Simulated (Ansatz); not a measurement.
Ti₂Cl₂⁺. The state is a doublet with charge 1. Geometry PBE-D4/def2-SVP, that of the neutral singlet; atoms count from 1.

Cartesian coordinates in Å:
```
Ti 0.894 -0.099 0.556
Ti -0.894 0.098 -0.555
Cl 0.737 -1.404 -1.435
Cl -0.738 1.405 1.434
```

The charge 1 doublet is spin-contaminated (final ⟨S²⟩ up to 1.44, 0.75 for a pure state). The structure comes from a short search, and lower isomers may exist.

Problem. Estimate the Mulliken populations from the PBE0/def2-TZVP orbitals of Ansatz.

Solution. 
```csv
atom,charge (e),spin (α − β),d electrons
Ti1,0.82,-0.95,2.62
Ti2,0.78,1.99,2.66
Cl3,-0.30,-0.02,–
Cl4,-0.30,-0.02,–
```
Mulliken values depend strongly on the basis.

Problem. Where does the spin sit?

Solution. Summed by element: Ti 1.04, Cl -0.04, of 1 unpaired in all. Largest on single atoms: Ti2 1.99, Ti1 -0.95, Cl3 -0.02.

Problem. And the Mayer bond orders between heavy atoms (over 0.3)?

Solution. Ti1–Ti2 1.65 (2.11 Å); Ti1–Cl3 0.65 (2.39 Å); Ti1–Cl4 0.65 (2.39 Å); Ti2–Cl3 0.59 (2.39 Å); Ti2–Cl4 0.59 (2.39 Å).
